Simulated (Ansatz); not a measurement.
Mulliken charges of C2H4Br2 (`BrCCBr`) from r2SCAN/def2-TZVPP in Ansatz (PBE0-D4/def2-TZVP geometry).

| atom | x (Å) | y (Å) | z (Å) | charge (e) |
| --- | --- | --- | --- | --- |
| Br1 | -2.137 | 0.203 | -0.671 | -0.129 |
| C2 | -0.454 | 0.603 | 0.204 | -0.057 |
| C3 | 0.639 | -0.359 | -0.161 | -0.057 |
| Br4 | 0.347 | -2.139 | 0.547 | -0.129 |
| H5 | -0.182 | 1.607 | -0.120 | 0.092 |
| H6 | -0.654 | 0.606 | 1.274 | 0.094 |
| H7 | 0.744 | -0.467 | -1.239 | 0.094 |
| H8 | 1.583 | -0.020 | 0.266 | 0.092 |

**Question.** By hand: the dipole of these point charges (1 e Å = 4.8032 D).

**Answer.** Σ q r = (0.358, 0.395, 0.030) e Å, of length 0.534 e Å = 2.56 D.

**Question.** How does the dipole of the full density compare? (Estimate.)

**Answer.** The calculation gave: (0.372, 0.411, 0.031) e Å, 2.67 D; the point charges give 0.96 times that, at 0° from its direction.

Point charges leave out the atoms' own dipoles, such as those of lone pairs, and Mulliken's split depends on the basis, so the close match here is no proof of good charges.
